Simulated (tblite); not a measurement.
**Question.** Give a GFN2-xTB geometry of `CN[SiH2]N([SiH3])[SiH2]C#N`.

**Answer.** 
```
atom  x, y, z in Å
C1     2.9103   -0.7959   -0.7965
N2     1.5058   -0.5467   -0.5828
Si3    0.9294    0.5496    0.5988
N4    -0.8159    0.4601    0.5286
Si5   -1.7455    1.9288    0.3867
Si6   -1.6099   -1.0714    0.6941
C7    -2.4488   -1.4299   -0.9419
N8    -2.9515   -1.6280   -1.9526
H9     3.3720   -0.0617   -1.4652
H10    3.4201   -0.7451    0.1625
H11    3.0569   -1.7910   -1.2203
H12    0.9676   -0.6585   -1.4294
H13    1.2952    1.9604    0.4278
H14    1.3985    0.0558    1.8982
H15   -1.6144    2.6773    1.6401
H16   -3.1353    1.5463    0.1496
H17   -1.2260    2.7067   -0.7366
H18   -2.6690   -1.0038    1.7048
H19   -0.6493   -2.1438    0.9266
```

Orientation and origin are arbitrary. Atoms count from 1 in this order. N2 (silicon-bound nitrogen) has angles 122.7°, 118.1° and 112.1°, sum 352.9°, 0.21 Å off the plane of its three neighbours. N4 (nitrogen bridging silicon atoms) is planar (angles 120.5°, 119.9° and 119.5°, sum 359.9°, 0.03 Å off the plane of its three neighbours). Si5 (SiH3 silicon) is tetrahedral (angles from 107.5° to 111.0°). The C–N distances run from 1.146 Å (C7≡N8, drawn triple) to 1.442 Å (C1–N2, drawn single), a spread of 0.296 Å.

Bonds between heavy atoms (Å): C1–N2 1.442, N2–Si3 1.712, Si3–N4 1.749, N4–Si5 1.744, N4–Si6 1.733, Si6–C7 1.873, C7≡N8 1.146.

Computed geometry: GFN2-xTB, gas phase.

Point group: C1 (no symmetry element, even within 0.4 Å). Its lowest GFN2-xTB frequency is 18i cm⁻¹, too small to tell a flat minimum from a shallow saddle. The numbers are those of one conformer (C1–N2–Si3–N4 -178°, N2–Si3–N4–Si5 -129°, Si3–N4–Si6–C7 -115°). 3 starts were optimised and ended at 0.00, 0.49 and 0.50 kcal/mol (GFN2-xTB); the lowest of these is shown.

On one thread, Arm Neoverse V1 (aarch64), no GPU, shared host, this took 1.4 s of wall time. These figures are those of the optimisation.
